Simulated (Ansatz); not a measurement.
C₂H₃BO, SMILES `BC=C=O` at its PBE0-D4/def2-TZVP geometry, where that method's forces vanish. Total charge 0; spin multiplicity 1.

```xyz
7

B    -0.7871   -0.7375    0.0208
C     0.0896    0.4106    0.4435
C     1.0671    0.7341   -0.3909
O     1.8986    0.9800   -1.1407
H    -1.6868   -1.0800    0.7276
H    -0.5787   -1.2971   -1.0151
H    -0.0027    0.9899    1.3547
```

(1) What forces (eV/Å) does r2SCAN-D4/def2-TZVPP give on these atoms in the Gaussian-basis code of Ansatz? (An estimate is asked.)

Results:

(1) The calculation gave: 
```
B1  -0.053 -0.071 -0.028
C2  -0.046 -0.014  0.041
C3  -0.342 -0.058  0.368
O4   0.420  0.105 -0.405
H5   0.033  0.020 -0.016
H6  -0.006  0.022  0.037
H7  -0.006 -0.004  0.002
```
